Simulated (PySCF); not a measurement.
(3E)-2-fluoropenta-1,3-diene (C5H7F), SMILES C=C(F)/C=C/C.

The structure is a stationary point at r2SCAN-D4/def2-SVP. One conformer was computed; it need not be the lowest.

The numbers are results of r2SCAN-D4/def2-SVP run with PySCF, not measurements.

Harmonic, unscaled wavenumbers; measured fundamentals usually lie a few per cent lower.

Task: Estimate the vibrational spectrum. (The exact figures need the calculation; the answer reports its results.)

Result: 
```json
[
 {"mode": "1", "ν (cm⁻¹)": "132", "IR (km/mol)": "1.3", "Raman (Å⁴/amu)": "0.4", "depolarisation": "0.75", "moving atoms (share of kinetic energy)": "H 59 %, C 37 %"},
 {"mode": "2", "ν (cm⁻¹)": "184", "IR (km/mol)": "0.2", "Raman (Å⁴/amu)": "0.2", "depolarisation": "0.74", "moving atoms (share of kinetic energy)": "C 50 %, F 27 %, H 23 %"},
 {"mode": "3", "ν (cm⁻¹)": "192", "IR (km/mol)": "0.5", "Raman (Å⁴/amu)": "1.3", "depolarisation": "0.75", "moving atoms (share of kinetic energy)": "C 54 %, H 39 %"},
 {"mode": "4", "ν (cm⁻¹)": "220", "IR (km/mol)": "0.6", "Raman (Å⁴/amu)": "1.6", "depolarisation": "0.75", "moving atoms (share of kinetic energy)": "H 65 %, C 34 %"},
 {"mode": "5", "ν (cm⁻¹)": "377", "IR (km/mol)": "2.8", "Raman (Å⁴/amu)": "3.4", "depolarisation": "0.36", "moving atoms (share of kinetic energy)": "C 52 %, F 27 %, H 20 %"},
 {"mode": "6", "ν (cm⁻¹)": "427", "IR (km/mol)": "0.9", "Raman (Å⁴/amu)": "4.4", "depolarisation": "0.41", "moving atoms (share of kinetic energy)": "C 48 %, H 36 %, F 16 %"},
 {"mode": "7", "ν (cm⁻¹)": "589", "IR (km/mol)": "0.0", "Raman (Å⁴/amu)": "2.1", "depolarisation": "0.75", "moving atoms (share of kinetic energy)": "C 57 %, H 41 %"},
 {"mode": "8", "ν (cm⁻¹)": "609", "IR (km/mol)": "4.4", "Raman (Å⁴/amu)": "8.5", "depolarisation": "0.36", "moving atoms (share of kinetic energy)": "C 69 %, H 17 %, F 14 %"},
 {"mode": "9", "ν (cm⁻¹)": "724", "IR (km/mol)": "0.0", "Raman (Å⁴/amu)": "3.2", "depolarisation": "0.75", "moving atoms (share of kinetic energy)": "H 83 %, C 12 %"},
 {"mode": "10", "ν (cm⁻¹)": "812", "IR (km/mol)": "48.0", "Raman (Å⁴/amu)": "2.1", "depolarisation": "0.75", "moving atoms (share of kinetic energy)": "H 73 %, C 27 %"},
 {"mode": "11", "ν (cm⁻¹)": "835", "IR (km/mol)": "14.2", "Raman (Å⁴/amu)": "18.3", "depolarisation": "0.75", "moving atoms (share of kinetic energy)": "H 51 %, C 49 %"},
 {"mode": "12", "ν (cm⁻¹)": "876", "IR (km/mol)": "19.8", "Raman (Å⁴/amu)": "1.2", "depolarisation": "0.69", "moving atoms (share of kinetic energy)": "C 43 %, H 42 %, F 15 %"},
 {"mode": "13", "ν (cm⁻¹)": "943", "IR (km/mol)": "24.1", "Raman (Å⁴/amu)": "5.5", "depolarisation": "0.21", "moving atoms (share of kinetic energy)": "H 41 %, F 30 %, C 29 %"},
 {"mode": "14", "ν (cm⁻¹)": "979", "IR (km/mol)": "19.5", "Raman (Å⁴/amu)": "2.1", "depolarisation": "0.46", "moving atoms (share of kinetic energy)": "H 60 %, C 39 %"},
 {"mode": "15", "ν (cm⁻¹)": "989", "IR (km/mol)": "35.3", "Raman (Å⁴/amu)": "0.1", "depolarisation": "0.75", "moving atoms (share of kinetic energy)": "H 93 %"},
 {"mode": "16", "ν (cm⁻¹)": "1042", "IR (km/mol)": "0.1", "Raman (Å⁴/amu)": "3.4", "depolarisation": "0.75", "moving atoms (share of kinetic energy)": "H 60 %, C 40 %"},
 {"mode": "17", "ν (cm⁻¹)": "1127", "IR (km/mol)": "2.0", "Raman (Å⁴/amu)": "6.3", "depolarisation": "0.63", "moving atoms (share of kinetic energy)": "C 62 %, H 38 %"},
 {"mode": "18", "ν (cm⁻¹)": "1266", "IR (km/mol)": "2.2", "Raman (Å⁴/amu)": "20.9", "depolarisation": "0.41", "moving atoms (share of kinetic energy)": "H 77 %, C 23 %"},
 {"mode": "19", "ν (cm⁻¹)": "1307", "IR (km/mol)": "0.4", "Raman (Å⁴/amu)": "52.7", "depolarisation": "0.33", "moving atoms (share of kinetic energy)": "H 77 %, C 23 %"},
 {"mode": "20", "ν (cm⁻¹)": "1349", "IR (km/mol)": "81.2", "Raman (Å⁴/amu)": "11.3", "depolarisation": "0.37", "moving atoms (share of kinetic energy)": "C 73 %, H 20 %"},
 {"mode": "21", "ν (cm⁻¹)": "1382", "IR (km/mol)": "9.0", "Raman (Å⁴/amu)": "89.0", "depolarisation": "0.43", "moving atoms (share of kinetic energy)": "H 75 %, C 25 %"},
 {"mode": "22", "ν (cm⁻¹)": "1389", "IR (km/mol)": "7.4", "Raman (Å⁴/amu)": "3.6", "depolarisation": "0.57", "moving atoms (share of kinetic energy)": "H 74 %, C 26 %"},
 {"mode": "23", "ν (cm⁻¹)": "1445", "IR (km/mol)": "9.0", "Raman (Å⁴/amu)": "16.9", "depolarisation": "0.75", "moving atoms (share of kinetic energy)": "H 96 %"},
 {"mode": "24", "ν (cm⁻¹)": "1456", "IR (km/mol)": "11.3", "Raman (Å⁴/amu)": "68.6", "depolarisation": "0.51", "moving atoms (share of kinetic energy)": "H 93 %"},
 {"mode": "25", "ν (cm⁻¹)": "1682", "IR (km/mol)": "40.0", "Raman (Å⁴/amu)": "6.7", "depolarisation": "0.24", "moving atoms (share of kinetic energy)": "C 90 %, H 9 %"},
 {"mode": "26", "ν (cm⁻¹)": "1735", "IR (km/mol)": "63.8", "Raman (Å⁴/amu)": "504.7", "depolarisation": "0.29", "moving atoms (share of kinetic energy)": "C 91 %, H 8 %"},
 {"mode": "27", "ν (cm⁻¹)": "3018", "IR (km/mol)": "26.0", "Raman (Å⁴/amu)": "364.1", "depolarisation": "0.08", "moving atoms (share of kinetic energy)": "H 97 %"},
 {"mode": "28", "ν (cm⁻¹)": "3091", "IR (km/mol)": "9.3", "Raman (Å⁴/amu)": "170.4", "depolarisation": "0.75", "moving atoms (share of kinetic energy)": "H 91 %, C 9 %"},
 {"mode": "29", "ν (cm⁻¹)": "3135", "IR (km/mol)": "8.6", "Raman (Å⁴/amu)": "112.5", "depolarisation": "0.75", "moving atoms (share of kinetic energy)": "H 91 %, C 9 %"},
 {"mode": "30", "ν (cm⁻¹)": "3162", "IR (km/mol)": "0.3", "Raman (Å⁴/amu)": "96.0", "depolarisation": "0.19", "moving atoms (share of kinetic energy)": "H 91 %, C 9 %"},
 {"mode": "31", "ν (cm⁻¹)": "3167", "IR (km/mol)": "12.5", "Raman (Å⁴/amu)": "5.3", "depolarisation": "0.38", "moving atoms (share of kinetic energy)": "H 92 %"},
 {"mode": "32", "ν (cm⁻¹)": "3179", "IR (km/mol)": "1.7", "Raman (Å⁴/amu)": "111.2", "depolarisation": "0.11", "moving atoms (share of kinetic energy)": "H 94 %"},
 {"mode": "33", "ν (cm⁻¹)": "3293", "IR (km/mol)": "0.3", "Raman (Å⁴/amu)": "84.5", "depolarisation": "0.73", "moving atoms (share of kinetic energy)": "H 89 %, C 11 %"}
]
```
